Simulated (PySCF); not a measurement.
# Argon: a sound run and one with changed settings

Sound run: Ar⁺ [Ne] 3s2 3p5, Ar²⁺ [Ne] 3s2 3p4. All numbers are calculated (PySCF 2.14, scalar relativity by spin-free X2C-1e, in cc-pVTZ-DK (5s4p2d1f, 34 functions)). In the sound run the correlated levels freeze [Ne]. The sound run starts from symmetry-adapted Hartree-Fock orbitals and uses a fine grid where one is needed.

Changed run: no relativity, point nucleus. This setting is unsound on purpose.

| species | method | sound run (hartree) | changed run (hartree) | converged |
| --- | --- | --- | --- | --- |
| Ar⁺ | UHF | -528.08649 | -525.73301 | yes |
| Ar⁺ | LDA | -527.14469 | -524.79476 | yes |
| Ar⁺ | PBE | -528.58472 | -526.23354 | yes |
| Ar⁺ | MP2 | -528.25189 | -525.89838 | yes |
| Ar⁺ | CCSD(T) | -528.28081 | -525.92742 | yes |
| Ar²⁺ | UHF | -527.11772 | -524.76333 | yes |
| Ar²⁺ | LDA | -526.12266 | -523.77169 | yes |
| Ar²⁺ | PBE | -527.57083 | -525.21862 | yes |
| Ar²⁺ | MP2 | -527.24768 | -524.89332 | yes |
| Ar²⁺ | CCSD(T) | -527.27657 | -524.92237 | yes |

Ionisation energy of Ar⁺:

```csv
method,sound run (eV),changed run (eV)
UHF,26.361,26.386
LDA,27.811,27.839
PBE,27.589,27.617
MP2,27.326,27.349
SCS-MP2,27.321,27.344
CCSD,27.296,27.318
CCSD(T),27.327,27.349
```

Most of the change in total energy is the relativistic energy itself. On top of that the contraction fixes the core shape for the Hamiltonian it was made with, so the changed run is not a good calculation with the other Hamiltonian either.

For comparison, NIST gives 27.630 eV between the lowest levels.
